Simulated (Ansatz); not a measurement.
`B[SiH2][SiH2][SiH3]` + `N[SiH3]` → `B[SiH2]N[SiH3]` + `[SiH3][SiH3]` at 600 K and 1 bar (cleavage of the Si–Si bond).

Program: Ansatz. Geometries: PBE0-D4/def2-TZVP. ΔE: electronic, gas phase. CBS: MP2 limit from def2 TZ/QZ plus the TZ coupled-cluster correction, frozen cores. This one scheme is used for every species. One conformer a species, not always the lowest.

```
              species  CCSD(T)/CBS energy (Eh)  H − E (kJ/mol)  S (J/(mol·K))
`B[SiH2][SiH2][SiH3]`               -897.39286           287.8          520.7
            `N[SiH3]`               -346.80422           170.6          320.8
     `B[SiH2]N[SiH3]`               -662.46710           276.0          475.6
       `[SiH3][SiH3]`               -581.74359           174.5          343.9
```

H − E and S are ideal-gas, rigid-rotor, harmonic terms from PBE0-D4/def2-TZVP, for one conformer and one mirror image of each species. 1 Eh = 2625.50 kJ/mol, R = 8.31446 J/(mol·K).

**Question.** By hand: ΔE, ΔH, ΔS and ΔG.

**Answer.** ΔE = (-662.46710) + (-581.74359) − (-897.39286) − (-346.80422) = -0.01361 Eh = -35.7 kJ/mol. Δ(H − E) = 276.0 + 174.5 − 287.8 − 170.6 = -7.9, so ΔH = -43.6 kJ/mol. ΔS = 475.6 + 343.9 − 520.7 − 320.8 = -22.0 J/(mol·K). ΔG = -43.6 − 600 × (-22.0)/1000 = -30.4 kJ/mol.

**Question.** By hand: the equilibrium constant, and the temperature at which ΔG would vanish if ΔH and ΔS stayed fixed.

**Answer.** log₁₀ K = −ΔG/(RT ln 10) = 2.6. ΔG = 0 at ΔH/ΔS = 1982 K.

ΔH outweighs TΔS. A doubt of 5 kJ/mol in ΔE shifts log₁₀ K by 0.4 here. Other conformers and mirror images would add mixing entropy, several J/(mol·K) or more a flexible species. Modes under 60 cm⁻¹, often nearly free rotors, make the harmonic entropy too high. These are equilibria of isolated gas molecules and say nothing of rates. Largest T1 diagnostic: 0.014 (customary marks: 0.02 for closed shells, 0.045 for open ones).
